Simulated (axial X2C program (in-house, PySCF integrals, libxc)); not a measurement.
**Worked dissociation energy of GaC⁻: CCSD(T), without spin–orbit coupling**

All values were computed with an in-house all-electron X2C program for linear molecules (integrals from PySCF). Spin-free means the one-electron spin-free X2C Hamiltonian. Basis: Ga dyall-acv3z [10s10p8d5f1g], C dyall-av3z [8s7p3d2f] (cores contracted in-house); Gaussian nuclei, density fitting, unrestricted open shells. Masses: Ga 68.926 u, C 12.000 u.

Molecular state: M_S = 1, Λ = 1 (beyond evenly filled blocks: σα, π+α, π+β, π-α).

Correlated methods: 8 electrons correlated (number of frozen shells: Ga 3 s, 2 p, 1 d; C 1 s), 294 virtual spin orbitals or spinors in MP2, 90 natural virtuals in coupled cluster.

* E(Ga) (2M_S = 1, M_L = 0): -1942.280643 hartree
* E(C-) (2M_S = 3, M_L = 0): -37.844666 hartree
* E(GaC⁻) at Re: -1980.224177 hartree
* ωe: 612.1 cm⁻¹
* ωexe: 5.94 cm⁻¹

Task: Work out De and D0.

Result: De = -1942.280643 + (-37.844666) − (-1980.224177) = 0.09887 hartree = 2.690 eV. The zero-point energy is ωe/2 − ωexe/4 = 305 cm⁻¹ = 0.038 eV, so D0 = 2.653 eV.

One determinant describes the state; a PBE0 search over occupations chose it and may have missed a lower one. De is counted from the lowest determinant-based energies of the atoms at the same level, without counterpoise correction. Coupled cluster ran in a truncated set of natural virtual spinors; the MP2 energy of the rest was added. (T) has no such correction and the atoms are truncated less, which lowers De at CCSD(T) by a hundredth of an eV or more. Other states lie close and PBE0, whose exact exchange favours high spin, may order them wrongly; the determinant shown need not be the ground state. The nearest other spin-free determinant of the search, M_S = 1, Λ = 0, lies 0.03 eV up at the distance of the search. The determinant is spin-polarised beyond a pure state at some levels (its spin-free form has ⟨S²⟩ too high), which makes Re and μ there less reliable. The T1 diagnostic is large, a sign of multireference character. With the outer-core shells frozen, correlated bond lengths of heavy atoms tend to come out a few hundredths of an ångström too long. Spin-free De lacks the spin–orbit lowering of the heavy p-block atom, a tenth of an eV or more for 4p and 5p, up to an eV for 6p and one to two eV for 7p atoms, less what an open-shell molecule gains itself.

Each atomic determinant is the lowest at this level and need not be a pure term. Totals compare only within one Hamiltonian and basis.
